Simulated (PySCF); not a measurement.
C₃H₇, SMILES CC[CH2], multiplicity 2.

Geometry: TPSSh-D3(BJ)/def2-TZVP. The isomer is the one that the SMILES or the coordinates give; other isomers of the formula were not compared.

Two levels are set side by side: PBE/def2-TZVPD (PySCF) and PBE0/def2-TZVPD (PySCF). Same geometry, gas phase. Differences are taken from unrounded values.

```csv
quantity,PBE0,PBE,PBE minus PBE0
α-spin orbital gap (eV),6.44,4.46,-1.98
β-spin orbital gap (eV),8.41,5.74,-2.67
dipole moment (D),0.34,0.38,0.05
mean polarisability (bohr³),40.4,42.3,2.0
```

PBE's more diffuse valence density responds more strongly to a field. Differences between two approximate levels are no errors against the true value.

Rough cost on one machine, each run with all the roots and properties that it gave: PBE0 against PBE within a factor of 2.
